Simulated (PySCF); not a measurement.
**`C[Si@H]1CC[Si@@H]1[SiH2]P`, C$_{3}$H$_{13}$PSi$_{3}$**

Cartesian coordinates in Å; atom numbers follow the order of the lines, from 1:
```xyz
20

C    -2.3118    1.9076   -1.0902
Si   -1.3838    0.9100    0.2402
C    -2.0771   -0.8648    0.5207
C    -0.7804   -1.7002    0.5020
Si    0.4669   -0.4508   -0.2803
Si    2.5599   -0.4832    0.7185
P     3.7893    1.0353   -0.3773
H    -1.8133    2.8533   -1.2780
H    -3.3307    2.1274   -0.7837
H    -2.3585    1.3659   -2.0301
H    -1.3827    1.7085    1.4809
H    -2.7271   -1.1653   -0.3009
H    -2.6488   -1.0154    1.4347
H    -0.9091   -2.6447   -0.0222
H    -0.4839   -1.9520    1.5205
H     0.5904   -0.7559   -1.7279
H     3.2903   -1.7617    0.7666
H     2.5679    0.0050    2.1046
H     3.9332    0.2753   -1.5189
H     5.0042    0.6162    0.1178
```

Method: TDDFT PBE0/def2-SVPD circular dichroism and optical rotation, one conformer, gas phase in PySCF 2.14.0. Geometry: GFN2-xTB.

The molecule is flexible and this is one conformer; a measurement averages over conformers.

**Question.** Assign R or S to each stereocentre.

**Answer.** Si2 S, Si5 S.

**Question.** Which excitations and rotatory strengths does the calculation give?

**Answer.** Rotatory strengths R in 10⁻⁴⁰ esu² cm², velocity form and length form (origin at the centre of mass); f in length form.
```tsv
state	E (eV)	λ (nm)	f	R (velocity)	R (length)	main
1	5.43	228	0.023	-1.9	-1.6	HOMO→LUMO 0.95
2	5.63	220	0.038	-57.1	-54.6	HOMO−1→LUMO 0.83, HOMO−2→LUMO 0.09
3	5.80	214	0.004	+6.3	+5.4	HOMO→LUMO+1 0.50, HOMO−2→LUMO 0.34
4	6.00	207	0.188	-16.8	-16.2	HOMO−2→LUMO 0.46, HOMO→LUMO+1 0.32
5	6.12	203	0.049	+76.9	+76.1	HOMO−2→LUMO+1 0.39, HOMO→LUMO+2 0.35
6	6.15	201	0.046	-48.1	-45.1	HOMO−1→LUMO+1 0.46, HOMO→LUMO+2 0.40
7	6.25	198	0.002	-3.4	-2.2	HOMO−2→LUMO+1 0.44, HOMO−1→LUMO+1 0.20
8	6.39	194	0.007	-0.6	-0.7	HOMO−2→LUMO+2 0.65, HOMO−1→LUMO+2 0.18
9	6.41	193	0.118	-34.1	-35.8	HOMO−1→LUMO+2 0.64, HOMO−2→LUMO+2 0.18
10	6.55	189	0.043	+35.1	+33.8	HOMO→LUMO+3 0.60, HOMO−3→LUMO 0.14
11	6.65	186	0.027	+39.8	+38.2	HOMO−3→LUMO 0.51, HOMO−1→LUMO+3 0.21
12	6.71	185	0.024	-7.6	-7.2	HOMO−1→LUMO+3 0.50, HOMO−3→LUMO 0.22
13	6.80	182	0.020	-0.9	+0.8	HOMO−2→LUMO+3 0.34, HOMO→LUMO+4 0.28
14	6.83	181	0.027	-18.7	-17.9	HOMO→LUMO+4 0.43, HOMO−2→LUMO+3 0.38
15	6.98	178	0.004	-9.2	-8.1	HOMO→LUMO+5 0.66, HOMO−1→LUMO+4 0.14
16	7.02	177	0.124	-29.0	-28.1	HOMO→LUMO+6 0.45, HOMO−1→LUMO+5 0.12
```

For state 13 the two forms differ in sign, so the sign of R isn't settled.

Among the states computed, the strongest CD band (largest |R|) is state 5. The largest dissymmetry factor in size, g = 4R/(D+G), with D and G the electric and magnetic dipole strengths, is -0.021 for state 15 (velocity form, f = 0.005), among bands with |R| over 0.5. The mirror image has the same energies and oscillator strengths and all R with the opposite sign.
